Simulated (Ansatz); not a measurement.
The molecule InS, multiplicity 2 (lowest of 2S+1 = 2, 4 at CCSD(T)/def2-TZVPP on PBE0 minima; our sources give no spin for the ground state, which may be another). No spin–orbit coupling.

Seven points along R, fitted to fifth degree in 1/R; most abundant isotopes. Runs in def2 and cc sets follow the lowest solution found near the PBE0 minimum.

Correlated levels freeze the inner cores; with def2 sets outer-core shells near the valence are correlated too. CBS: X⁻³ extrapolation of the correlation energy, Hartree–Fock from the larger set.

The values were computed with Ansatz (a first-principles code). Each number belongs to the level named beside it. In def2 rows elements past Kr take small-core potentials, without spin–orbit coupling.

Question: What bond length and harmonic frequency does PBE/def2-TZVPP give?

Answer: r_e = 2.289 Å, ω_e = 369 cm⁻¹.

Question: What bond length and harmonic frequency does B97M-V/def2-TZVPP give?

Answer: r_e = 2.284 Å, ω_e = 368 cm⁻¹.

Question: What bond length and harmonic frequency does CCSD(T)/CBS(def2-TZVPP, def2-QZVPP) give?

Answer: r_e = 2.267 Å, ω_e = 382 cm⁻¹.
